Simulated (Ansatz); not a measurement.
The cluster Cs3Br2: single points at one geometry.

```yaml
crystal:
  periodic: [false, false, false]
  atoms:
    - {symbol: Cs, position_ang: [-2.599238, 2.392054, -0.110334]}
    - {symbol: Cs, position_ang: [-2.095829, -2.847812, 0.087462]}
    - {symbol: Cs, position_ang: [2.765364, 0.266854, 0.000834]}
    - {symbol: Br, position_ang: [1.234276, -2.711064, 0.149984]}
    - {symbol: Br, position_ang: [0.695427, 2.899968, -0.127945]}
basis:
  gaussian: {orbitals: def2-SVP, initial_orbitals: start.molden}
magnetization: {spin_polarized: true, initial_magnetization: 1}
hamiltonian: {xc: pbe0, dispersion: d4}
scf: {omitted_lower_state_checks: [starts]}
output: {orbitals: {seedname: orbitals}}
```

The file start.molden holds the orbitals of an earlier run on this structure, at another level or in another basis.

```sh
$ ansatz run in.yaml --threads 4 --pin off --events-out ev --progress --plain --max-ram 4787MiB
```

Output, abridged:

```
Functional definition: PBE0
1284 factors; integrals over basis functions are off by at most 2.8e-4 eV
mean field evaluation 1: about -141710.8294 eV, gradient 4.5e0 eV
mean field evaluation 2: about -141710.8729 eV, gradient 7.8e-2 eV
mean field evaluation 4: about -141710.9524 eV, gradient 3.1e-3 eV
mean field evaluation 8: about -141710.9524 eV, gradient 1.1e-5 eV
mean field -141710.95239252 eV, -5207.7814452915 hartree, gradient 2.9e-5 eV, S^2 0.750102; 0 other end points of the search recorded, 0 dependent functions left out
reference -141710.95244739 eV, -5207.7814473079 hartree; 49, 48 occupied and 87, 88 virtual orbitals, 1284 factors
Total energy: -141711.06021644 eV, -5207.7854077475 hartree
Checks for a lower state left out: starts
```

Hardware: 4 threads of AMD EPYC 7B13 on a shared host. Wall time 7 s, peak host memory 0.59 GiB.

First input, but with `gaussian: {orbitals: def2-TZVP, initial_orbitals: start.molden}`, `hamiltonian: {xc: {name: revPBE}, dispersion: d4}` (abridged; 6 s):

```
Functional definition: revPBE
mean field -141734.44992295 eV, -5208.6449636076 hartree, gradient 1.2e-5 eV, S^2 0.750062
Total energy: -141734.60668053 eV, -5208.6507243427 hartree
Checks for a lower state left out: starts
```

The first input with `gaussian: {orbitals: def2-TZVP, initial_orbitals: start.molden}` (abridged; 9 s):

```
Functional definition: PBE0
mean field -141727.95284662 eV, -5208.4062004563 hartree, gradient 2.4e-5 eV, S^2 0.750103
Total energy: -141728.06069520 eV, -5208.4101638186 hartree
Checks for a lower state left out: starts
```

The first input with `hamiltonian: {xc: pbe, dispersion: d4}` (abridged; 3.9 s):

```
Functional definition: PBE
mean field -141706.45816096 eV, -5207.6162853282 hartree, gradient 1.3e-5 eV, S^2 0.750098
Total energy: -141706.57858698 eV, -5207.6207109025 hartree
Checks for a lower state left out: starts
```

First input, but with `gaussian: {orbitals: def2-TZVP, initial_orbitals: start.molden}`, `hamiltonian: {xc: pbe, dispersion: d4}`, `output: {forces: true, orbitals: {seedname: orbitals}}` (abridged; 6 s):

```
Functional definition: PBE
mean field -141723.50896305 eV, -5208.2428907476 hartree, gradient 2.1e-5 eV, S^2 0.750092
Total energy: -141723.62941641 eV, -5208.2473173268 hartree
Atom 0 force     0.035271    -0.015731     0.000239 eV/Å
Atom 1 force     0.031443     0.022319     0.000701 eV/Å
Atom 2 force    -0.030988    -0.002893     0.001079 eV/Å
Atom 3 force    -0.017353    -0.005973    -0.001691 eV/Å
Atom 4 force    -0.018373     0.002278    -0.000327 eV/Å
Dipole moment:    -0.339656    -0.034825    -0.013912 e Å
Checks for a lower state left out: starts
```

As the first input, with `gaussian: {orbitals: def2-TZVP, initial_orbitals: start.molden}`, `hamiltonian: {xc: {name: B3LYP}, dispersion: d4}` (abridged; 8 s):

```
Functional definition: B3LYP
mean field -141746.29075956 eV, -5209.0801063273 hartree, gradient 5.2e-5 eV, S^2 0.750075
Total energy: -141746.49074781 eV, -5209.0874557597 hartree
Checks for a lower state left out: starts
```

The first input with `gaussian: {orbitals: def2-TZVP, initial_orbitals: start.molden}`, `correlation: {method: mp2}` and without the key `hamiltonian` (abridged; 4.4 s):

```
Functional definition: HF
mean field -141625.79948206 eV, -5204.6521335509 hartree, gradient 1.6e-6 eV, S^2 0.750265
18 core orbitals not correlated: weight in the atoms' cores, before any rotation towards them, 1.000 or more for the frozen orbitals, at most 0.000 for the correlated occupied ones
second order -23.84078871 eV of doubles, -0.00000000 eV of singles
Total energy: -141649.64027076 eV, -5205.5282663759 hartree
Checks for a lower state left out: starts
```

Geometry: PBE0-D4/def2-SVP.

In the def2 sets Cs takes a core potential; there is no spin–orbit coupling. B3LYP takes the VWN-RPA correlation. Correlated methods freeze 18 core orbitals; core or outer-core shells of Cs, Br are correlated, in sets that lack core-valence functions. Another isomer (doublet) lies 0.23 eV lower at PBE0-D4/def2-TZVP; other spin states weren't run for this one.
